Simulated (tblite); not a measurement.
Compound: C5H10ClFSi (charge +1 and doublet state).
SMILES with atom numbers: `[CH3:1][CH+:2][C:3]([SiH3:4])[C@@H:5]([Cl:6])[CH2:7][F:8]` (hydrogens: H9, H10, H11 on C1; H12 on C2; H13, H14, H15 on Si4; H16 on C5; H17, H18 on C7)

The geometry is computed with GFN2-xTB (gas phase). This method treats the open shell by occupation alone, without spin polarisation.

(1) List the bond lengths, angles and torsions at this level.

Answers

(1) 
| bond | length (Å) |
| --- | --- |
| C1–C2 | 1.480 |
| C2–C3 | 1.332 |
| C3–Si4 | 1.981 |
| C3–C5 | 1.483 |
| C5–Cl6 | 1.802 |
| C5–C7 | 1.531 |
| C7–F8 | 1.368 |
| C1–H9, C1–H10, C1–H11 | 1.090 |
| C2–H12 | 1.085 |
| Si4–H13, Si4–H15 | 1.466 |
| Si4–H14 | 1.454 |
| C5–H16 | 1.096 |
| C7–H17 | 1.095 |
| C7–H18 | 1.093 |

Bonds in one row agree within 0.01 Å and their mean is given. A selection of angles:
| angle | degrees |
| --- | --- |
| C2–C1–H9 | 112.9 |
| C2–C1–H10 | 110.0 |
| C2–C1–H11 | 108.3 |
| H9–C1–H10 | 108.8 |
| H9–C1–H11 | 110.7 |
| H10–C1–H11 | 105.9 |
| C1–C2–C3 | 127.7 |
| C1–C2–H12 | 113.7 |
| C3–C2–H12 | 118.5 |
| C2–C3–Si4 | 115.9 |
| C2–C3–C5 | 127.1 |
| Si4–C3–C5 | 116.8 |
| C3–Si4–H13 | 97.1 |
| C3–Si4–H14 | 104.3 |
| C3–Si4–H15 | 107.0 |
| H13–Si4–H14 | 123.2 |
| H13–Si4–H15 | 110.3 |
| H14–Si4–H15 | 112.4 |
| C3–C5–Cl6 | 107.8 |
| C3–C5–C7 | 113.6 |
| C3–C5–H16 | 110.6 |
| Cl6–C5–C7 | 110.6 |
| Cl6–C5–H16 | 106.4 |
| C7–C5–H16 | 107.7 |
| C5–C7–F8 | 109.9 |
| C5–C7–H17 | 110.3 |
| C5–C7–H18 | 111.3 |
| F8–C7–H17 | 107.0 |
| F8–C7–H18 | 107.7 |
| H17–C7–H18 | 110.5 |

Torsions: C1–C2–C3–Si4 155° (antiperiplanar); C2–C3–C5–Cl6 108° (anticlinal); C3–C5–C7–F8 -49° (synclinal).

C2 (carbon bonded to 2 C and H) is planar (angles 127.7°, 118.5° and 113.7°, sum 359.9°, 0.03 Å off the plane of its three neighbours). The 4 C–C bonds span 1.332 Å (C2–C3, drawn single) to 1.531 Å (C5–C7, drawn single), a spread of 0.199 Å. Si4 (silicon bonded to C and 3 H) is distorted tetrahedral (angles from 97.1° to 123.2°). C3 (carbon bonded to 2 C and Si) is planar (angles 127.1°, 116.8° and 115.9°, sum 359.8°, 0.04 Å off the plane of its three neighbours). Of the pairs four or more bonds apart, Si4···F8 is among the closest relative to their van der Waals radii: 2.73 Å, 76 % of the sum of Bondi's values.

Point group: C1 (no symmetry element, even within 0.4 Å). Its GFN2-xTB frequencies are all real (lowest 23 cm⁻¹).

Hardware: an AMD EPYC 7B13 with one thread, no GPU, shared host. Cost: 1.9 s. That covers the optimisation of the geometry.

One conformer stands for the species.
